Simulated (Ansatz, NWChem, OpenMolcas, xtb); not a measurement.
## The dipole moment down a group: F to I

Gas-phase molecules, one atom swapped for its congeners: RbF; RbCl; RbBr; RbI. All are singlets with charge 0.

Shapes, held fixed at every level: PBE0-D4/def2-TZVP; RbBr, RbI at the measured bond length. Programs: Ansatz 0.2.0, NWChem 7.3.0, OpenMolcas 26.06, xtb 6.7.1. A level may come from different programs for different species; with the same settings they agree closely. Values in D.

```
        level    RbF   RbCl   RbBr    RbI
     GFN0-xTB  11.14  13.44  13.78  14.66
    HF/STO-3G   7.46  11.70  11.36  12.52
     HF/3-21G   9.91  12.87  12.68  13.73
PBE0/def2-SVP   8.62  10.47  10.79  11.59
```

At PBE0/def2-SVP the dipole moment rises at every step, from 8.62 to 11.59 D. 2 of 4 levels show this order throughout; 4 agree on the largest and the smallest. For atoms past krypton def2 sets carry core potentials with scalar relativity. All-electron rows are non-relativistic unless named. Relativity is left out for Br. GFN0-xTB strays far from the other rows.
